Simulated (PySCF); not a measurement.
H₁₁NSi₄.
Z-matrix (Å and degrees, GFN2-xTB geometry), rows numbered from 1:
```
Si
Si  1  2.3042
N   2  1.7553  1  111.00
Si  3  1.7405  2  119.41  1   -81.97
Si  3  1.7405  2  119.36  1    81.86
H   1  1.4680  2  111.14  3   179.91
H   1  1.4694  2  114.19  3    60.54
H   1  1.4694  2  114.18  3   -60.75
H   2  1.4704  1  114.27  3  -118.67
H   2  1.4704  1  114.26  3   118.68
H   4  1.4602  3  107.95  2  -156.16
H   4  1.4612  3  107.38  2   -36.28
H   4  1.4683  3  110.16  2    83.26
H   5  1.4684  3  110.17  2   -82.97
H   5  1.4613  3  107.37  2    36.59
H   5  1.4602  3  107.95  2   156.45
```

Method: CAM-B3LYP/def2-SVPD in PySCF (dipole) on a GFN2-xTB geometry, gas phase.

Take the most abundant isotopes and a rigid rotor. The values belong to one conformer with, in the numbering `[SiH3:1][SiH2:2][N:3]([SiH3:4])[SiH3:5]`, Si1–Si2–N3–Si4 -82°.

**Question.** Give the principal moments of inertia and the rotational constants in MHz.

**Answer.** Ia = 216.96, Ib = 428.36, Ic = 521.55 u·Å²; 505379 MHz·u·Å²/I gives A = 2329, B = 1180, C = 969.0 MHz.

**Question.** What kind of rotor is it?

**Answer.** An asymmetric top; Ray's κ = -0.690.

**Question.** What does the inertial defect say?

**Answer.** Not planar: Δ = Ic − Ia − Ib = -123.77 u·Å². For a rigid frame Δ = −2 Σ m c², so Σ m c² = 61.88 u·Å² lies off the ab plane: 18.00 from hydrogen and 43.88 from heavier atoms. The atom farthest from that plane is 1.90 Å away.

**Question.** Give the other two planar moments, Paa and Pbb, and the rms extents of the mass along the axes.

**Answer.** Paa = Σ m a² = (Ib + Ic − Ia)/2 = 366.48 and Pbb = Σ m b² = (Ia + Ic − Ib)/2 = 155.08 u·Å². With the mass M = 137.00 u, the rms extents √(P/M) along a, b and c are 1.64, 1.06, 0.67 Å.

**Question.** List the rotational levels J(Ka,Kc) to J = 4 (MHz).

**Answer.** Above 0(0,0):
J = 1: 1(0,1) 2149, 1(1,1) 3298, 1(1,0) 3509
J = 2: 2(0,2) 6420, 2(1,2) 7385, 2(1,1) 8018, 2(2,1) 11466, 2(2,0) 11493
J = 3: 3(0,3) 12763, 3(1,3) 13500, 3(1,2) 14762, 3(2,2) 17913, 3(2,1) 18042, 3(3,1) 24203, 3(3,0) 24205
J = 4: 4(0,4) 21116, 4(1,4) 21626, 4(1,3) 23720, 4(2,3) 26487, 4(2,2) 26859, 4(3,2) 32845, 4(3,1) 32860, 4(4,1) 41588, 4(4,0) 41588
The levels of one J sum to (2J + 1)J(J + 1)(A + B + C)/3.

**Question.** Predict some low-J microwave lines.

**Answer.** The dipole components are |μa| = 0.15 D, |μb| = 0.00 D, |μc| = 0.08 D; the mirror of this Cs structure is the ac plane, so μb vanishes by symmetry and there are no b-type lines. The squared components, which scale the intensities, stand as 1.00 : 0.24 (a : c). Some lines, for components of 0.1 D or more:

| type | branch | J(Ka,Kc) | MHz | lower level (cm⁻¹) |
| --- | --- | --- | --- | --- |
| a | Q | 2(1,1) ← 2(1,2) | 632 | 0.246 |
| a | Q | 3(1,2) ← 3(1,3) | 1263 | 0.450 |
| a | Q | 4(1,3) ← 4(1,4) | 2094 | 0.721 |
| a | R | 3(1,3) ← 2(1,2) | 6115 | 0.246 |
| a | R | 3(0,3) ← 2(0,2) | 6343 | 0.214 |
| a | R | 3(2,2) ← 2(2,1) | 6446 | 0.382 |
| a | R | 4(1,4) ← 3(1,3) | 8126 | 0.450 |
| a | R | 4(2,3) ← 3(2,2) | 8575 | 0.597 |
| a | R | 4(3,2) ← 3(3,1) | 8642 | 0.807 |
| a | R | 4(3,1) ← 3(3,0) | 8655 | 0.807 |
| a | R | 4(2,2) ← 3(2,1) | 8817 | 0.602 |

Stationary, but not proved a minimum. Constants of a rigid frame at the computed geometry: no zero-point averaging, no centrifugal distortion. A rigid rotor knows nothing of internal rotation, which can split or shift real lines. Quadrupole hyperfine structure (14N) is left out.

Hardware: Arm Neoverse V1, one thread (shared host). Cost: 36 s of wall time. This is the CAM-B3LYP/def2-SVPD job that gave the dipole, with the excitations it also computed.
